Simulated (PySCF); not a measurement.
F3Te (SMILES F[Te+](F)F), charge +1, singlet, geometry from GFN2-xTB (core potentials on Te). Base run: M062X/def2-SVP run with PySCF.

Input for PySCF:
```python
from pyscf import gto, scf, dft, solvent

mol = gto.M(
    atom='''
Te   -0.065682    0.124018    0.330166
F    -1.180956   -1.063088   -0.586374
F     0.108477    1.207483   -1.182736
F     1.451977   -0.860943   -0.138515
''',
    basis='def2-svp',
    ecp={'Te': 'def2-svp'},
    charge=1,
    spin=0,
    verbose=4,
)

mf = dft.RKS(mol)
mf.xc = 'm062x'
mf.kernel()
```

Variants of this job, named by their change:

```json
[
 {"change": "base", "ΔE vs base (kJ/mol)": "0.00", "HOMO-LUMO gap (eV)": "10.85"},
 {"change": "model = C-PCM; solvent = n-hexane", "ΔE vs base (kJ/mol)": "-148.2", "HOMO-LUMO gap (eV)": "11.01"},
 {"change": "model = ddCOSMO; solvent = n-hexane", "ΔE vs base (kJ/mol)": "-149.3", "HOMO-LUMO gap (eV)": "11.01"},
 {"change": "model = IEF-PCM; solvent = n-hexane; vdw_scale = 1.1", "ΔE vs base (kJ/mol)": "-161.9", "HOMO-LUMO gap (eV)": "11.01"},
 {"change": "model = IEF-PCM; solvent = n-hexane; vdw_scale = 1.0", "ΔE vs base (kJ/mol)": "[?]", "HOMO-LUMO gap (eV)": "[?]"},
 {"change": "model = IEF-PCM; solvent = tetrahydrofuran", "ΔE vs base (kJ/mol)": "-273.4", "HOMO-LUMO gap (eV)": "11.13"},
 {"change": "model = IEF-PCM; solvent = n-hexane; lebedev_order = 41", "ΔE vs base (kJ/mol)": "-142.5", "HOMO-LUMO gap (eV)": "10.97"},
 {"change": "model = IEF-PCM; solvent = n-hexane; lebedev_order = 11", "ΔE vs base (kJ/mol)": "[?]", "HOMO-LUMO gap (eV)": "10.97"},
 {"change": "model = IEF-PCM; solvent = methanol", "ΔE vs base (kJ/mol)": "[?]", "HOMO-LUMO gap (eV)": "[?]"},
 {"change": "model = IEF-PCM; solvent = toluene", "ΔE vs base (kJ/mol)": "-177.8", "HOMO-LUMO gap (eV)": "11.01"},
 {"change": "model = IEF-PCM; solvent = n-hexane", "ΔE vs base (kJ/mol)": "-142.7", "HOMO-LUMO gap (eV)": "10.97"},
 {"change": "model = IEF-PCM; solvent = n-hexane; r_probe = 0.5", "ΔE vs base (kJ/mol)": "-111.7", "HOMO-LUMO gap (eV)": "10.92"}
]
```

Question: Complete the blanks.

Answer: 
- model = IEF-PCM; solvent = n-hexane; vdw_scale = 1.0, ΔE vs base (kJ/mol): -191.0
- model = IEF-PCM; solvent = n-hexane; vdw_scale = 1.0, HOMO-LUMO gap (eV): 11.05
- model = IEF-PCM; solvent = n-hexane; lebedev_order = 11, ΔE vs base (kJ/mol): -143.7
- model = IEF-PCM; solvent = methanol, ΔE vs base (kJ/mol): -310.0
- model = IEF-PCM; solvent = methanol, HOMO-LUMO gap (eV): 11.18

The base is the gas phase, so ΔE is the electrostatic part of solvation at a fixed geometry, without cavity and dispersion terms.
